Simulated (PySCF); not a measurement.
Ligand exchange on a metal centre used in film growth or etching (W F-OH). Gas-phase values, no solvent. One relaxed conformer stands for each flexible species; it need not be the lowest.

Quantity: redistribution energy (mixed species minus the weighted end members), in kJ/mol.

A: 5 of 6 F replaced by OH: [W(F)(OH)5]
B: 1 of 6 F replaced by OH: [W(F)5(OH)]
C: 2 of 6 F replaced by OH: [W(F)4(OH)2]
D: 3 of 6 F replaced by OH: [W(F)3(OH)3]

Q: Order them by redistribution energy (mixed species minus the weighted end members) (lowest first) at the level M06-2X/6-31G* (LANL2DZ on W) // TPSS-D3(BJ)/def2-SVP (PySCF).

A: A (-12.61 kJ/mol), D (-10.90 kJ/mol), C (-7.19 kJ/mol), B (-2.63 kJ/mol)
